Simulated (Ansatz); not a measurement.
Relaxation of CH7NOSi2 (12 atoms, charge 0, multiplicity 1), to a largest force component of 0.015 eV/Å in at most 40 steps.

Computed with Ansatz 0.2.0, RKS PBE0-D4/def2-SVP.

```xyz
12
Properties=species:S:1:pos:R:3
N -0.550 -0.710 2.394
C 0.086 -0.591 1.096
O -0.662 -1.186 0.023
Si -0.508 0.440 -0.310
Si 0.825 0.892 -2.025
H -0.296 -1.488 2.879
H -1.570 -0.817 2.226
H 1.208 -0.670 1.112
H -1.962 0.990 -0.174
H 0.928 2.371 -2.196
H 2.190 0.404 -1.714
H 0.388 0.310 -3.276
```

**Question.** Where does it end, and by what steps?

**Answer.** It converged. After 9 steps the energy has fallen by 0.616 eV; H7 moved furthest, 0.41 Å.

| step | energy less start (eV) | largest force component (eV/Å) | accepted |
| --- | --- | --- | --- |
| 0 | 0.0000 | 3.196 | yes |
| 1 | -0.5485 | 0.915 | yes |
| 2 | -0.5917 | 0.249 | yes |
| 3 | -0.5784 | 0.827 | no |
| 4 | -0.6070 | 0.189 | yes |
| 5 | -0.6118 | 0.230 | yes |
| 6 | -0.6111 | 0.146 | no |
| 7 | -0.6152 | 0.043 | yes |
| 8 | -0.6155 | 0.021 | yes |
| 9 | -0.6157 | 0.015 | yes |

```xyz
12
Properties=species:S:1:pos:R:3
N -0.547 -0.659 2.404
C 0.095 -0.615 1.158
O -0.466 -1.401 0.052
Si -0.541 0.254 -0.334
Si 0.836 0.963 -2.077
H -0.454 -1.576 2.842
H -1.536 -0.431 2.352
H 1.177 -0.795 1.249
H -1.905 0.860 -0.267
H 0.887 2.458 -2.110
H 2.208 0.420 -1.844
H 0.324 0.467 -3.391
```

Time of the run: 24 s on 2 threads of Intel(R) Xeon(R) Platinum 8488C (Sapphire Rapids), with other jobs on the host, peak memory 0.27 GiB.
